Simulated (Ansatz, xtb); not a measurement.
Relative energy of two structures of ClGaGeH4

We compare a, a singlet given by its coordinates, with b, `[Cl][GaH][GeH3]`, a singlet. Both are isolated molecules in the gas phase, relaxed with PBE0-D3(BJ)/def2-SVP.

a (Å):

```yaml
atoms:
  - { symbol: Cl, position_ang: [-0.8535, -1.5928, 0.8982] }
  - { symbol: Ga, position_ang: [0.5491, 0.3314, -0.0953] }
  - { symbol: Ge, position_ang: [-1.0816, -0.9647, -1.3314] }
  - { symbol: H, position_ang: [-2.5918, -0.6658, -1.4376] }
  - { symbol: H, position_ang: [-0.8165, -2.2896, -2.0769] }
  - { symbol: H, position_ang: [0.0071, 1.6239, 0.5880] }
  - { symbol: H, position_ang: [2.0108, -0.2098, -0.1334] }
```

Close contacts (Å): Cl1–Ga2 2.58, Cl1–Ge3 2.33, Ga2–Ge3 2.42, Ga2–H6 1.56, Ga2–H7 1.56, Ge3–H4 1.54, Ge3–H5 1.54.

b (Å):

```yaml
atoms:
  - { symbol: Cl, position_ang: [-2.9350, 0.8740, -0.4666] }
  - { symbol: Ga, position_ang: [-0.7928, 0.6986, -0.1954] }
  - { symbol: Ge, position_ang: [0.1270, -1.4864, -0.7449] }
  - { symbol: H, position_ang: [-0.1222, 2.0162, 0.3224] }
  - { symbol: H, position_ang: [1.6502, -1.5401, -0.5239] }
  - { symbol: H, position_ang: [-0.1668, -1.8190, -2.2195] }
  - { symbol: H, position_ang: [-0.5347, -2.5655, 0.1320] }
```

Question: Estimate E(b) − E(a) at the level CCSD(T)/def2-TZVP.

Answer: Calculated at CCSD(T)/def2-TZVP: E(b) − E(a) = −15.8 kcal/mol, so structure b lies lower.

The same difference at several levels:

```json
{"level": "PBE0-D3(BJ)/def2-SVP", "geometry": "PBE0-D3(BJ)/def2-SVP", "E(b) − E(a) (kcal/mol)": "−14.8", "departure from the last row (kcal/mol)": "+0.9", "job, with rough time for the two": "optimisation, 93 s"}
{"level": "HF/def2-TZVP", "geometry": "PBE0-D3(BJ)/def2-SVP", "E(b) − E(a) (kcal/mol)": "−20.0", "departure from the last row (kcal/mol)": "−4.2", "job, with rough time for the two": "part of the CCSD(T) run"}
{"level": "MP2/def2-TZVP", "geometry": "PBE0-D3(BJ)/def2-SVP", "E(b) − E(a) (kcal/mol)": "−15.7", "departure from the last row (kcal/mol)": "+0.1", "job, with rough time for the two": "part of the CCSD(T) run"}
{"level": "CCSD(T)/def2-TZVP", "geometry": "PBE0-D3(BJ)/def2-SVP", "E(b) − E(a) (kcal/mol)": "−15.8", "departure from the last row (kcal/mol)": "", "job, with rough time for the two": "single point, 31 s"}
```

None of the levels shown reverses the order. The largest departure from CCSD(T)/def2-TZVP is that of HF/def2-TZVP, 4.2 kcal/mol. Levels run at GFN2-xTB geometries aren't shown.

With harmonic frequencies from PBE0-D3(BJ)/def2-SVP (ideal gas, rigid rotor, one conformer each, 298.15 K, 1 atm): on the last row, ΔE + ΔZPE = −15.6 kcal/mol. A mode under 50 cm⁻¹ makes harmonic enthalpies and free energies unreliable, so none is given.

The correlated steps freeze 23 core orbitals; the filled d shell of Ga and Ge is correlated, in a basis made for valence electrons. Programs: Ansatz 0.2.0; the last row on 2 threads of Intel(R) Xeon(R) 6975P-C (Granite Rapids) on a shared host.
